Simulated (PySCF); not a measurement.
C$_{2}$H$_{4}$NO (SMILES C[N]C=O), doublet, at a GFN2-xTB geometry; CASSCF(9,8)/6-31G (PySCF).

PySCF was given this input:
```python
from pyscf import gto, scf, mcscf
import numpy

mol = gto.M(
    atom='''
C    -1.51263005   -0.26195055   -0.00835259
N    -0.31440112   -0.16756979   -0.73455845
C     0.85703204   -0.04582669   -0.16687219
O     1.25242822    0.56344039    0.80713494
H    -2.31937615    0.16986520   -0.60197710
H    -1.76486500   -1.31267809    0.18378564
H    -1.41030325    0.22237293    0.97424817
H     1.60951439   -0.56743129   -0.81987828
''',
    basis='6-31g',
    spin=1,
    verbose=4,
)

mf = scf.ROHF(mol)
mf.kernel()
mc = mcscf.CASSCF(mf, 8, 9)
mc.fix_spin_(ss=0.75)
mc.kernel()
occ = numpy.linalg.eigvalsh(mc.fcisolver.make_rdm1(mc.ci, mc.ncas, mc.nelecas))[::-1]
ss = mc.fcisolver.spin_square(mc.ci, mc.ncas, mc.nelecas)[0]
print('natural occupations', occ.round(4), ' <S^2>', round(ss, 4))
```

It wrote (shortened):

```
PySCF version 2.14.0

[INPUT] verbose = 4
[INPUT] num. atoms = 8
[INPUT] num. electrons = 31
[INPUT] charge = 0
[INPUT] spin (= nelec alpha-beta = 2S) = 1
[INPUT] symmetry False subgroup None
[INPUT] Mole.unit = angstrom
[INPUT] Symbol           X                Y                Z      unit          X                Y                Z       unit  Magmom
[...]
nuclear repulsion = 113.342870680725
number of shells = 28
number of NR pGTOs = 104
number of NR cGTOs = 44
basis = 6-31g
ecp = {}

******** <class 'pyscf.scf.rohf.ROHF'> ********
method = ROHF
initial guess = minao
damping factor = 0
level_shift factor = 0
DIIS = <class 'pyscf.scf.diis.CDIIS'>
diis_start_cycle = 1
diis_space = 8
diis_damp = 0
SCF conv_tol = 1e-09
SCF conv_tol_grad = None
SCF max_cycles = 50
direct_scf = True
direct_scf_tol = 1e-13
num. doubly occ = 15  num. singly occ = 1
Set gradient conv threshold to 3.16228e-05
init E= -207.974001313692
[...]
cycle= 1 E= -207.038837754411  delta_E= 0.935  |g|= 0.713  |ddm|= 1.95
[...]
cycle= 2 E= -207.080117229402  delta_E= -0.0413  |g|= 0.711  |ddm|= 1.04
[...]
cycle= 3 E= -207.193926232615  delta_E= -0.114  |g|= 0.106  |ddm|= 0.558
[...]
cycle= 4 E= -207.200338562166  delta_E= -0.00641  |g|= 0.0406  |ddm|= 0.135
[...]
cycle= 5 E= -207.201974980275  delta_E= -0.00164  |g|= 0.0143  |ddm|= 0.0686
[...]
cycle= 6 E= -207.202222391366  delta_E= -0.000247  |g|= 0.00755  |ddm|= 0.034
[...]
cycle= 7 E= -207.202277986751  delta_E= -5.56e-05  |g|= 0.00242  |ddm|= 0.0156
[...]
cycle= 8 E= -207.202294002266  delta_E= -1.6e-05  |g|= 0.00144  |ddm|= 0.00712
[...]
cycle= 9 E= -207.202307033622  delta_E= -1.3e-05  |g|= 0.00106  |ddm|= 0.00788
[...]
cycle= 10 E= -207.202315776285  delta_E= -8.74e-06  |g|= 0.000729  |ddm|= 0.00817
[...]
cycle= 11 E= -207.202320072457  delta_E= -4.3e-06  |g|= 0.000308  |ddm|= 0.00748
[...]
cycle= 12 E= -207.202320960161  delta_E= -8.88e-07  |g|= 0.000111  |ddm|= 0.00428
[...]
cycle= 13 E= -207.202321000947  delta_E= -4.08e-08  |g|= 5.66e-05  |ddm|= 0.00056
[...]
cycle= 14 E= -207.202321017649  delta_E= -1.67e-08  |g|= 2.82e-05  |ddm|= 0.00052
[...]
cycle= 15 E= -207.202321019687  delta_E= -2.04e-09  |g|= 8.46e-06  |ddm|= 0.000149
[...]
cycle= 16 E= -207.202321019872  delta_E= -1.85e-10  |g|= 3.77e-06  |ddm|= 4.14e-05
[...]
Extra cycle  E= -207.202321019886  delta_E= -1.4e-11  |g|= 2.19e-06  |ddm|= 7e-06
converged SCF energy = -207.202321019886

******** <class 'pyscf.mcscf.mc1step.CASSCF'> ********
CAS (5e+4e, 8o), ncore = 11, nvir = 25
max_cycle_macro = 50
max_cycle_micro = 4
conv_tol = 1e-07
conv_tol_grad = None
orbital rotation max_stepsize = 0.02
orbital rotation threshold for CI restart = 0.01
augmented hessian ah_max_cycle = 30
augmented hessian ah_conv_tol = 1e-12
augmented hessian ah_linear dependence = 1e-14
augmented hessian ah_level shift = 1e-08
augmented hessian ah_start_tol = 2.5
augmented hessian ah_start_cycle = 3
augmented hessian ah_grad_trust_region = 3
kf_trust_region = 3
kf_interval = 4
ci_response_space = 4
ci_grad_trust_region = 3
with_dep4 0
natorb = False
canonicalization = True
sorting_mo_energy = False
ao2mo_level = 2
internal_rotation = False
******** <class 'pyscf.fci.addons.SpinPenaltyFCISolver'> ********
max. cycles = 50
conv_tol = 1e-08
davidson only = True
linear dependence = 1e-12
level shift = 0.001
max iter space = 12
nroots = 1
pspace_size = 400
spin = None
CASCI E = -207.221910831160  S^2 = 0.7500000
Set conv_tol_grad to 0.000316228
macro iter   1 ( 21 JK    4 micro), CASSCF E = -207.251912673684  dE = -3.00018425e-02  S^2 = 0.7500000
               |grad[o]|=0.0552  |grad[c]|=0.0624  |ddm|=0.0534  |maxRot[o]|=0.235
macro iter   2 ( 21 JK    4 micro), CASSCF E = -207.264890886368  dE = -1.29782127e-02  S^2 = 0.7500000
               |grad[o]|=0.0435  |grad[c]|=0.069  |ddm|=0.0264  |maxRot[o]|=0.206
macro iter   3 ( 21 JK    4 micro), CASSCF E = -207.271620031704  dE = -6.72914534e-03  S^2 = 0.7500000
[...]
               |grad[o]|=0.000887  |grad[c]|=0.00164  |ddm|=0.000287  |maxRot[o]|=0.00229
macro iter  33 (  7 JK    2 micro), CASSCF E = -207.316266990451  dE = -2.32850194e-05  S^2 = 0.7500000
               |grad[o]|=0.000478  |grad[c]|=0.00107  |ddm|=0.00161  |maxRot[o]|=0.0321
macro iter  34 (  7 JK    2 micro), CASSCF E = -207.316278339305  dE = -1.13488542e-05  S^2 = 0.7500000
               |grad[o]|=0.000313  |grad[c]|=0.000782  |ddm|=0.00138  |maxRot[o]|=0.0264
macro iter  35 ( 12 JK    3 micro), CASSCF E = -207.316260465691  dE =  1.78736144e-05  S^2 = 0.7500000
               |grad[o]|=0.000385  |grad[c]|=0.00134  |ddm|=0.000715  |maxRot[o]|=0.0294
macro iter  36 ( 17 JK    4 micro), CASSCF E = -207.316273103176  dE = -1.26374853e-05  S^2 = 0.7500000
               |grad[o]|=0.000607  |grad[c]|=0.00199  |ddm|=0.000411  |maxRot[o]|=0.0173
macro iter  37 (  5 JK    2 micro), CASSCF E = -207.316279125053  dE = -6.02187720e-06  S^2 = 0.7500000
               |grad[o]|=0.000219  |grad[c]|=0.000654  |ddm|=0.000651  |maxRot[o]|=0.0149
macro iter  38 ( 12 JK    3 micro), CASSCF E = -207.316259643139  dE =  1.94819141e-05  S^2 = 0.7500000
               |grad[o]|=0.000231  |grad[c]|=0.00174  |ddm|=0.000924  |maxRot[o]|=0.0353
macro iter  39 ( 21 JK    4 micro), CASSCF E = -207.316261882641  dE = -2.23950116e-06  S^2 = 0.7500000
               |grad[o]|=0.000554  |grad[c]|=0.00166  |ddm|=0.000367  |maxRot[o]|=0.00584
macro iter  40 (  7 JK    2 micro), CASSCF E = -207.316277037403  dE = -1.51547628e-05  S^2 = 0.7500000
               |grad[o]|=0.000305  |grad[c]|=0.000895  |ddm|=0.00135  |maxRot[o]|=0.0291
macro iter  41 ( 12 JK    3 micro), CASSCF E = -207.316259143445  dE =  1.78939585e-05  S^2 = 0.7500000
               |grad[o]|=0.000292  |grad[c]|=0.00144  |ddm|=0.000702  |maxRot[o]|=0.0308
macro iter  42 ( 21 JK    4 micro), CASSCF E = -207.316260920164  dE = -1.77671885e-06  S^2 = 0.7500000
               |grad[o]|=0.000487  |grad[c]|=0.0016  |ddm|=0.000407  |maxRot[o]|=0.00401
macro iter  43 (  6 JK    2 micro), CASSCF E = -207.316273630519  dE = -1.27103553e-05  S^2 = 0.7500000
               |grad[o]|=0.000289  |grad[c]|=0.000769  |ddm|=0.000937  |maxRot[o]|=0.0225
macro iter  44 (  5 JK    2 micro), CASSCF E = -207.316279898413  dE = -6.26789401e-06  S^2 = 0.7500000
               |grad[o]|=0.000238  |grad[c]|=0.000609  |ddm|=0.00078  |maxRot[o]|=0.0169
macro iter  45 ( 12 JK    3 micro), CASSCF E = -207.316262870766  dE =  1.70276469e-05  S^2 = 0.7500000
               |grad[o]|=0.000257  |grad[c]|=0.00139  |ddm|=0.000716  |maxRot[o]|=0.0322
macro iter  46 ( 17 JK    4 micro), CASSCF E = -207.316274608574  dE = -1.17378079e-05  S^2 = 0.7500000
               |grad[o]|=0.000531  |grad[c]|=0.00194  |ddm|=0.00047  |maxRot[o]|=0.0171
macro iter  47 (  7 JK    2 micro), CASSCF E = -207.316281494592  dE = -6.88601818e-06  S^2 = 0.7500000
               |grad[o]|=0.000201  |grad[c]|=0.000546  |ddm|=0.000924  |maxRot[o]|=0.0203
macro iter  48 ( 17 JK    4 micro), CASSCF E = -207.316244884615  dE =  3.66099775e-05  S^2 = 0.7500000
               |grad[o]|=0.000253  |grad[c]|=0.00752  |ddm|=0.00253  |maxRot[o]|=0.0632
macro iter  49 ( 21 JK    4 micro), CASSCF E = -207.316246650361  dE = -1.76574676e-06  S^2 = 0.7500000
               |grad[o]|=0.00086  |grad[c]|=0.00166  |ddm|=0.000289  |maxRot[o]|=0.00193
macro iter  50 (  7 JK    2 micro), CASSCF E = -207.316269089112  dE = -2.24387505e-05  S^2 = 0.7500000
               |grad[o]|=0.000465  |grad[c]|=0.00109  |ddm|=0.0016  |maxRot[o]|=0.0322
1-step CASSCF not converged,  50 macro (735 JK 162 micro) steps
CASSCF canonicalization
Density matrix diagonal elements [1.97837396 1.95557014 1.97154836 1.97429619 1.01411814 0.06003097
 0.02352319 0.02253905]
CASSCF energy = -207.316269089112
CASCI E = -207.316269089112  E(CI) = -21.2044573807539  S^2 = 0.7500000
natural occupations [1.9969 1.9794 1.9761 1.9398 1.0036 0.0602 0.024  0.0199]  <S^2> 0.75
```

Convergence was not reached.
